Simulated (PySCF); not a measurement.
**GeB and its ions**

PBE0; basis Ge def2-TZVPPD, B def2-TZVPPD; no relativity; PySCF 2.14. Neutral (UKS): quartet (σ ↑, π ↑↑), Re = 1.977 Å, ωe = 657 cm⁻¹, De = 3.29 eV, HOMO -6.57 eV, LUMO -3.20 eV.

GeB⁺ (UKS): triplet (σ ↑, π ↑), Re = 2.179 Å, ωe = 470 cm⁻¹, De = 2.57 eV to Ge⁺ + B. The energies at the minima are -2101.39444 hartree for GeB and -2101.07632 for GeB⁺.

Q: Work out the adiabatic ionisation energy, without and with harmonic zero-point energies (1 hartree = 27.2114 eV, 1 eV = 8065.5 cm⁻¹), and the change of the bond length.

A: At PBE0: 0.31812 hartree = 8.656 eV between the minima; the zero-point term (470.0 − 657.0)/2 cm⁻¹ = -0.012 eV makes it 8.645 eV. Re changes by +20.2 pm against the neutral. The electron leaves a π orbital, and the longer bond of the ion fits a bonding orbital, or a change in how ionic the bond is.

GeB⁻ (UKS): triplet (σ ↑, π ↑), Re = 1.916 Å, ωe = 719 cm⁻¹. The energies at the minima are -2101.39444 hartree for GeB and -2101.44578 for GeB⁻.

Q: Work out the adiabatic electron affinity, without and with harmonic zero-point energies (1 hartree = 27.2114 eV, 1 eV = 8065.5 cm⁻¹), and the change of the bond length.

A: At PBE0: 0.05134 hartree = 1.397 eV between the minima; the zero-point term (657.0 − 719.0)/2 cm⁻¹ = -0.004 eV makes it 1.393 eV. Re changes by -6.1 pm against the neutral. The electron enters a π orbital, and the shorter bond of the ion fits a bonding orbital, or a change in how ionic the bond is.

Spin–orbit coupling is left out. For an ion De counts to the pair picked by the measured ionisation energies or electron affinities, which need not be the lowest pair at this level. The highest Kohn–Sham level is positive in this anion. Much of that is self-interaction error, but it also means that the finite basis helps to hold the extra electron. States were picked by a PBE0 search and need not be the measured ground states.
